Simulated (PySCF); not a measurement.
Geometry:
```
atom   x (Å)   y (Å)   z (Å)
 Cl1   1.837  -1.756  -1.436
  C2   2.528  -0.514  -0.338
 Si3   1.103   0.509   0.396
  C4  -0.160  -0.619   1.268
  C5  -1.588  -0.186   0.898
  C6  -1.758   0.000  -0.618
 Si7  -0.430   1.226  -1.221
  H8   3.113  -1.038   0.432
  H9   3.218   0.103  -0.931
 H10   1.688   1.551   1.301
 H11  -0.015  -0.652   2.359
 H12   0.025  -1.639   0.887
 H13  -1.828   0.763   1.411
 H14  -2.317  -0.923   1.276
 H15  -1.584  -0.960  -1.134
 H16  -2.778   0.325  -0.875
 H17  -0.045   1.056  -2.654
 H18  -0.876   2.641  -1.011
```

Geometry: PBE0-D3(BJ)/def2-SVP; GIAO shifts from PySCF, gas phase, non-relativistic, averaged over equivalent atoms.

At KT3/pcSseg-1 (195 basis functions, 38 s wall time on 1 thread of an Arm Neoverse V2, shared host):
| atoms | δ (ppm) |
| --- | --- |
| Cl1 | 44.3 |
| C2 | 33.5 |
| C5 | 29.4 |
| C6 | 14.2 |
| C4 | 13.0 |
| Si3 | -25.5 |
| Si7 | -64.9 |
| H10 | 4.22 |
| H17 | 3.84 |
| H18 | 3.48 |
| H8 | 3.08 |
| H9 | 3.05 |
| H14 | 2.47 |
| H16 | 1.43 |
| H11 | 1.37 |
| H13 | 1.02 |
| H12 | 0.98 |
| H15 | 0.69 |

Shifts are taken against calculated references (same method and geometry level): 35Cl (934.56 ppm) against HCl; 13C (182.31 ppm) and 29Si (365.51 ppm) and 1H (31.32 ppm) against TMS.

Estimate the result of repeating the calculation with PBE0/pcSseg-1.

Answers


```json
{"atoms": "Cl1", "δ at PBE0/pcSseg-1": "28.1", "change": "-16.2"}
{"atoms": "C2", "δ at PBE0/pcSseg-1": "32.1", "change": "-1.4"}
{"atoms": "C5", "δ at PBE0/pcSseg-1": "26.9", "change": "-2.5"}
{"atoms": "C6", "δ at PBE0/pcSseg-1": "12.4", "change": "-1.8"}
{"atoms": "C4", "δ at PBE0/pcSseg-1": "11.3", "change": "-1.7"}
{"atoms": "Si3", "δ at PBE0/pcSseg-1": "-25.3", "change": "+0.2"}
{"atoms": "Si7", "δ at PBE0/pcSseg-1": "-66.5", "change": "-1.6"}
{"atoms": "H10", "δ at PBE0/pcSseg-1": "4.30", "change": "+0.08"}
{"atoms": "H17", "δ at PBE0/pcSseg-1": "3.97", "change": "+0.13"}
{"atoms": "H18", "δ at PBE0/pcSseg-1": "3.62", "change": "+0.14"}
{"atoms": "H8", "δ at PBE0/pcSseg-1": "3.00", "change": "-0.08"}
{"atoms": "H9", "δ at PBE0/pcSseg-1": "2.94", "change": "-0.11"}
{"atoms": "H14", "δ at PBE0/pcSseg-1": "2.34", "change": "-0.13"}
{"atoms": "H16", "δ at PBE0/pcSseg-1": "1.31", "change": "-0.12"}
{"atoms": "H11", "δ at PBE0/pcSseg-1": "1.26", "change": "-0.11"}
{"atoms": "H13", "δ at PBE0/pcSseg-1": "0.95", "change": "-0.07"}
{"atoms": "H12", "δ at PBE0/pcSseg-1": "0.89", "change": "-0.09"}
{"atoms": "H15", "δ at PBE0/pcSseg-1": "0.64", "change": "-0.05"}
```

δ = σ(ref) − σ, references computed at the same level: 35Cl (943.27 ppm) vs HCl; 13C (184.41 ppm) and 29Si (351.99 ppm) and 1H (31.27 ppm) vs TMS.

The largest change is at Cl1 (chlorine bonded to C). Cost: 195 basis functions, 29 s wall time on 1 thread of an Arm Neoverse V2, shared host. The order of the carbon signals is the same at both levels.

Carbons that carry Cl, above all several Cl atoms, come out too deshielded, partly because spin–orbit coupling is missing.
